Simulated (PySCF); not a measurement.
**Chromium: a sound run and one with changed settings**

Sound run: Cr [Ar] 3d5 4s1, Cr⁺ [Ar] 3d5. All numbers are calculated (PySCF 2.14, no relativity, point nucleus, in def2-SVP). In the sound run the correlated levels freeze [Ar]. The sound run starts from symmetry-adapted Hartree-Fock orbitals and uses a fine grid where one is needed.

Changed run: basis STO-3G. This setting is unsound on purpose.

```json
{"species": "Cr", "method": "UHF", "sound run (hartree)": "-1043.19707", "changed run (hartree)": "-1032.07613", "converged": "yes"}
{"species": "Cr", "method": "PBE0", "sound run (hartree)": "-1044.07971", "changed run (hartree)": "-1032.78590", "converged": "yes"}
{"species": "Cr", "method": "B3LYP", "sound run (hartree)": "-1044.30092", "changed run (hartree)": "-1032.94763", "converged": "yes"}
{"species": "Cr", "method": "MP2", "sound run (hartree)": "-1043.25141", "changed run (hartree)": "-1032.07666", "converged": "yes"}
{"species": "Cr⁺", "method": "UHF", "sound run (hartree)": "-1042.98265", "changed run (hartree)": "-1032.00295", "converged": "yes"}
{"species": "Cr⁺", "method": "PBE0", "sound run (hartree)": "-1043.83354", "changed run (hartree)": "-1032.67681", "converged": "yes"}
{"species": "Cr⁺", "method": "B3LYP", "sound run (hartree)": "-1044.05268", "changed run (hartree)": "-1032.83265", "converged": "yes"}
{"species": "Cr⁺", "method": "MP2", "sound run (hartree)": "-1043.02889", "changed run (hartree)": "-1032.00330", "converged": "yes"}
```

Ionisation energy of Cr:

```tsv
method	sound run (eV)	changed run (eV)
UHF	5.835	1.991
PBE0	6.699	2.969
B3LYP	6.755	3.129
MP2	6.055	1.996
SCS-MP2	5.908	1.993
```

A minimal basis cannot let orbitals breathe on ionisation and holds almost no correlation.

For comparison, NIST gives 6.767 eV between the lowest levels.
